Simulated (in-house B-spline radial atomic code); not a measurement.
Configurations of Nd5+, with energies counted from [Kr] 4d10 4f2 5s2 5p5. Method: scalar-relativistic (X2C) B3LYP, spin-polarised, spherical fractional occupations, exact exchange averaged over the configuration, Fermi nucleus of rms radius 4.9123 fm. Calculated with a B-spline radial code for spherical atoms. Shells without spins written out take the highest spin.

```
            configuration  E - E(ref) (eV)  highest orbital  its <r> (bohr)
                 [Xe] 4f1          -8.2881            4f up          0.8417
[Kr] 4d10 4f1 5s2 5p5 5d1           19.578            5d up           1.878
[Kr] 4d10 4f2 5s2 5p4 6s1           35.796            6s up           2.763
```

**Question.** Order these further configurations by energy, lowest first.
A. [Kr] 4d10 4f2 5s2 5p4 6p1
B. [Kr] 4d10 4f3 5s2 5p4
C. [Kr] 4d10 4f2 5s2 5p4 5d1
D. [Kr] 4d10 4f2 5s2 5p4 6d1

**Answer.** B (10.509 eV), C (25.821 eV), A (42.726 eV), D (52.377 eV).

**Question.** Is the reference the lowest configuration at this level of theory?

**Answer.** No: [Xe] 4f1 lies 8.288 eV lower with this functional.
